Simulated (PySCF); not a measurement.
# Computed structure and properties of Gd(BH4)3

System: Gd(BH4)3 (singlet in the valence; each metal's 4f electrons, 7 of them, lie in its core potential, out of spins and levels); start: template (C3h). Method: PySCF 2.14.0, RKS r2SCAN, Gd lcecp-1-SVP with ECP53, B def2-SVP, H def2-SVP; non-relativistic Hamiltonian with scalar-relativistic core potentials where named; density fitting; no spin-orbit coupling.

Input of the relaxation:

```python
mol = gto.M(atom='''
Gd     0.00000    -0.00000     0.00000
B      2.48539    -0.00000     0.00000
H      3.68543    -0.00000     0.00000
H      2.06948    -0.58941     1.02080
H      2.06948    -0.58941    -1.02080
H      2.06951     1.17877     0.00000
B     -1.24269     2.15241     0.00000
H     -1.84271     3.19168     0.00000
H     -0.52430     2.08692     1.02080
H     -0.52430     2.08692    -1.02080
H     -2.05560     1.20286     0.00000
B     -1.24269    -2.15241     0.00000
H     -1.84271    -3.19168     0.00000
H     -1.54518    -1.49752     1.02080
H     -1.54518    -1.49752    -1.02080
H     -0.01391    -2.38163     0.00000''',
    basis={'Gd': 'lcecp-1-SVP', 'B': 'def2-SVP', 'H': 'def2-SVP'},
    ecp={'Gd': 'lcecp-1-SVP'},
    charge=0, spin=0)
mf = dft.RKS(mol, xc='R2SCAN')
mf.grids.atom_grid = (50, 194)  # f atoms: unpruned, at least (60, 302)
mf = mf.density_fit()  # fitting sets: Gd AutoAux, B def2-universal-JKFIT, H def2-universal-JKFIT
mf.conv_tol = 1e-08; mf.max_cycle = 55
mf.kernel(dm0)  # dm0: converged density of the start geometry
# quasi-Newton relaxation in Cartesian coordinates to a largest gradient under 0.00045 Eh/bohr, steps kept in the point group
```

Run from Python with OMP_NUM_THREADS=4; the lines above give its settings. Where DIIS fails, smearing, a level shift and second-order steps follow.
It took 49 s on 4 threads of Arm Neoverse V1, with other jobs on the host, from the converged density of the start.

Course of the relaxation:

```csv
step,energy above end (eV),largest force component within the symmetry (eV/Å)
0,0.1613,0.566
1,0.0916,0.392
2,0.0132,0.138
3,0.0069,0.138
4,0.0005,0.048
5,0.0002,0.019
6,0.0000,0.011
7,0.0000,0.011
```

Relaxed geometry (C3h):

```xyz
16

Gd    0.0000    0.0000    0.0000
B     2.4837    0.0130    0.0000
H     3.6872   -0.0116    0.0000
H     1.9771   -0.5722    0.9946
H     1.9771   -0.5722   -0.9946
H     2.0048    1.1661    0.0000
B    -1.2531    2.1444    0.0000
H    -1.8335    3.1990    0.0000
H    -0.4930    1.9984    0.9946
H    -0.4930    1.9984   -0.9946
H    -2.0123    1.1531    0.0000
B    -1.2306   -2.1574    0.0000
H    -1.8537   -3.1874    0.0000
H    -1.4842   -1.4261    0.9946
H    -1.4842   -1.4261   -0.9946
H     0.0075   -2.3193    0.0000
```

```tsv
contact	Å
Gd1–H4 (BH4)	2.286
Gd1–H9 (BH4)	2.286
Gd1–H14 (BH4)	2.286
```

On the finer grid (75, 302):

```
HOMO                                                          : -8.52 eV
LUMO                                                          : -3.32 eV
Dipole about the centre of mass                               : 0.00 D
Set of Mulliken populations of Gd1 outside the core potential : s 2.39, p 6.33, d 1.41, f 0.05
D3(BJ) dispersion energy (not in the energies)                : -0.099 eV
```

```json
{"atom": "Gd1", "Mulliken (e)": "0.82", "Löwdin (e)": "0.63", "spin (e)": "0.00"}
{"atom": "B2", "Mulliken (e)": "-0.14", "Löwdin (e)": "-0.31", "spin (e)": "0.00"}
{"atom": "H3", "Mulliken (e)": "0.00", "Löwdin (e)": "0.00", "spin (e)": "0.00"}
{"atom": "H4", "Mulliken (e)": "-0.06", "Löwdin (e)": "0.03", "spin (e)": "0.00"}
{"atom": "H5", "Mulliken (e)": "-0.06", "Löwdin (e)": "0.03", "spin (e)": "0.00"}
{"atom": "H6", "Mulliken (e)": "-0.02", "Löwdin (e)": "0.04", "spin (e)": "0.00"}
{"atom": "B7", "Mulliken (e)": "-0.14", "Löwdin (e)": "-0.31", "spin (e)": "0.00"}
{"atom": "H8", "Mulliken (e)": "0.00", "Löwdin (e)": "0.00", "spin (e)": "0.00"}
{"atom": "H9", "Mulliken (e)": "-0.06", "Löwdin (e)": "0.03", "spin (e)": "0.00"}
{"atom": "H10", "Mulliken (e)": "-0.06", "Löwdin (e)": "0.03", "spin (e)": "0.00"}
{"atom": "H11", "Mulliken (e)": "-0.02", "Löwdin (e)": "0.04", "spin (e)": "0.00"}
{"atom": "B12", "Mulliken (e)": "-0.14", "Löwdin (e)": "-0.31", "spin (e)": "0.00"}
{"atom": "H13", "Mulliken (e)": "0.00", "Löwdin (e)": "0.00", "spin (e)": "0.00"}
{"atom": "H14", "Mulliken (e)": "-0.06", "Löwdin (e)": "0.03", "spin (e)": "0.00"}
{"atom": "H15", "Mulliken (e)": "-0.06", "Löwdin (e)": "0.03", "spin (e)": "0.00"}
{"atom": "H16", "Mulliken (e)": "-0.02", "Löwdin (e)": "0.04", "spin (e)": "0.00"}
```

The 4f levels lie in the core potential and are missing. Their spin isn't counted.

No frequency check is given for this geometry.

Taking off one BH4 (charge -1, singlet; the rest: singlet) in vacuum, both parts rigid, costs 8.33 eV; the small basis without counterpoise inflates it. Most of it is the attraction of opposite charges; other ways to part are cheaper, and one spin state was tried for the rest.

Rigid scan of BH4 along the line from its metal:

| distance to B2 (Å) | energy (eV) |
| --- | --- |
| 2.18 | 0.793 |
| 2.28 | 0.309 |
| 2.38 | 0.068 |
| 2.48 | 0.000 |
| 2.58 | 0.056 |
| 2.68 | 0.197 |
| 2.88 | 0.624 |
| 3.18 | 1.388 |
| 3.58 | 2.349 |
| 4.08 | 3.315 |

One start shape was tried, so this needn't be the lowest isomer.

An lcecp potential fixes the number of 4f electrons, so in runs with it no electron can move into or out of that shell.
